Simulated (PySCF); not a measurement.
In(Cl)(Me)2 (C2H6ClIn), SMILES [CH3][In]([CH3])[Cl].

Geometry optimised at B3LYP-D3(BJ)/def2-SVP. The structure was generated by enumeration; whether it is a known compound was not checked. The def2 effective core potentials stand for the cores of In; spin–orbit coupling is left out.

Two levels are set side by side: PBE/def2-TZVP (PySCF) and M06-2X/def2-TZVP (PySCF). Same geometry, gas phase. Differences are taken from unrounded values.

```
quantity                     M06-2X    PBE  PBE minus M06-2X
---------------------------  ------  -----  ----------------
orbital gap (eV)               7.83   4.36             -3.47
highest occupied level (eV)   -8.70  -6.34              2.36
lowest empty level (eV)       -0.87  -1.98             -1.11
dipole moment (D)              3.90   3.70             -0.20
mean polarisability (bohr³)    74.0   78.2               4.3
```

PBE's occupied levels lie high since its potential decays too fast outside the molecule; exact exchange lowers them and widens the gap. PBE's more diffuse valence density responds more strongly to a field. Differences between two approximate levels are no errors against the true value.

Rough cost on one machine, each run with all the roots and properties that it gave: M06-2X against PBE about 4 times.
